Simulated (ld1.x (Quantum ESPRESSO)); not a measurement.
**Configuration tests for rubidium (TM semilocal)**

ld1.x (Quantum ESPRESSO) 7.5 input, shortened:

```
&input
   title='Rb', zed=37., rel=1, dft='PBE', iswitch=3,
   config='[Kr] 4d0 5s0 5p0'
 /
 &inputp
   pseudotype=1, tm=.true., lloc=0,
   nlcc=.false.
 /
3
4P  2  1   6.00   0.00  1.70  1.70  0.0
4D  3  2   0.00   0.00  2.80  2.80  0.0
4S  1  0   2.00   0.00  2.25  2.25  0.0
 &test
   configts(1)='4s2 4p6 4d0 5s0 5p0'
 /
```

Energies are relative to the spin-unpolarised reference configuration 4s2 4p6 4d0 5s0 5p0; without spin polarisation the order of configurations can differ from experiment.

**Question.** Give the all-electron excitation energy and the error of the potential for: 4s2 4p6 4d0 5s1 5p0; 4s2 4p6 4d0 5s0.5 5p0; 4s2 4p6 4d0 5s0 5p1; 4s2 4p5 4d0 5s1 5p0; 4s1 4p6 4d0 5s1 5p0; 4s2 4p6 4d0.5 5s0.5 5p0; 4s2 4p6 4d1 5s0 5p0.

**Answer.**

```csv
valence configuration,charge,ΔE all-electron (eV),error AE − PS (meV)
4s2 4p6 4d0 5s1 5p0,0,-4.154,+251
4s2 4p6 4d0 5s0.5 5p0,+0.5,-2.576,+171
4s2 4p6 4d0 5s0 5p1,0,-2.634,+2.4
4s2 4p5 4d0 5s1 5p0,+1,16.986,+745
4s1 4p6 4d0 5s1 5p0,+1,33.581,+741
4s2 4p6 4d0.5 5s0.5 5p0,0,-3.037,+145
4s2 4p6 4d1 5s0 5p0,0,-1.914,+0.1
```

Levels in the configuration 4s2 4p6 4d0.5 5s0.5 5p0:

| level | all-electron (eV) | pseudo (eV) |
| --- | --- | --- |
| 4s | -32.651 | -32.560 |
| 4p | -16.717 | -16.642 |
| 4d | -0.388 | -0.395 |
| 5s | -2.644 | -2.920 |
